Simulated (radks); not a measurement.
Problem. Hg, 80 electrons, occupied as [Xe] 4f14 5d10 6s1 6p1 (not the ground configuration). Method: scalar-relativistic Kohn-Sham, BLYP, spin-polarised, spherical densities, finite nucleus; open shells are filled with parallel spins first (spin-orbit coupling, left out, can overturn this in heavy ions); Fermi nuclear charge, rms radius 5.4648 fm; computed with a radial shooting solver on a logarithmic mesh with Libxc functionals. Some entries of the table are withheld. Estimate them.

orbital  occ.  eigenvalue (Ry)  <r> (bohr)
1s up       1        -6111.092     0.01659
1s down     1        -6111.090     0.01659
2s up       1        -1083.298     0.06993
2s down     1        -1083.297     0.06993
2p up       3        -934.5477     0.06328
2p down     3        -934.5470     0.06328
3s up       1        -257.1679      0.1807
3s down     1        -257.1670      0.1807
3p up       3        -214.1691      0.1821
3p down     3        -214.1681      0.1821
3d up       5        -168.8279      0.1650
3d down     5        -168.8271      0.1650
4s up       1        -56.63217      0.3993
4s down     1        -56.63069      0.3993
4p up       3        -42.52873      0.4255
4p down     3        -42.52705      0.4255
4d up       5        -25.76932      0.4490
4d down     5        -25.76735      0.4489
5s up       1         -8.82860      0.9013
5s down     1         -8.82562      0.9012
4f up       7         -7.18907         (1)
4f down     7         -7.18684         (2)
5p up       3         -5.03427       1.040
5p down     3         -5.02979       1.038
5d up       5         -0.87035         (3)
5d down     5         -0.84684         (4)
6s up       1         -0.63482       2.624
6s down     0         -0.57055       2.632
6p up       1         -0.16842       4.025

Solution. 
(1) 4f up <r> (bohr): 0.4826
(2) 4f down <r> (bohr): 0.4826
(3) 5d up <r> (bohr): 1.495
(4) 5d down <r> (bohr): 1.478
